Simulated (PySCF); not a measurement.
A structure optimised at PBE-D3(BJ)/def2-SVP, used in a PySCF frequency run:

```xyz
7

In    -0.0489     0.0849     0.3656
C      0.2052    -0.4158    -1.7997
F     -0.6761     0.2557    -2.5654
F      0.0266    -1.7358    -2.0093
F      1.4510    -0.0900    -2.2068
Cl    -1.2562     1.9685     1.1020
Cl     0.9005    -1.2351     2.0696
```

Question: Write its SMILES and formula.

Answer: F[C](F)(F)[In]([Cl])[Cl], CCl2F3In

Question: What are its rotational constants (standard atomic weights)?

Answer: 1.3600, 0.83637, 0.57098 GHz
